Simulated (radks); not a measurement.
Valence configurations of neutral potassium (all share [Ar]). Calculated with a radial shooting solver on a logarithmic mesh with Libxc functionals: scalar-relativistic Kohn-Sham, BLYP, spin-polarised, spherical densities, finite nucleus; open shells are filled with parallel spins first; Fermi nuclear charge, rms radius 3.4349 fm. Energies are relative to 4s1; eigenvalues in eV for spin up.

| valence | E (eV) | moment (Bohr magnetons) | e(3d) | e(4p) | e(4s) |
|---|---|---|---|---|---|
| 4s1 | 0.000 | 1 | - | - | -2.414 |
| 4p1 | 1.664 | 1 | - | -1.360 | - |
| 3d0.5 4s0.5 | 1.282 | 1 | -0.340 | - | -2.962 |
| 3d1 | 2.593 | 1 | -0.540 | - | - |
| 4s0.5 4p0.5 | 0.821 | 1 | - | -1.098 | -2.765 |

NIST lists [Ar] 4s1 as the ground configuration; this level of theory agrees among the configurations tried. The energies are those of spherical high-spin densities, not of single terms.
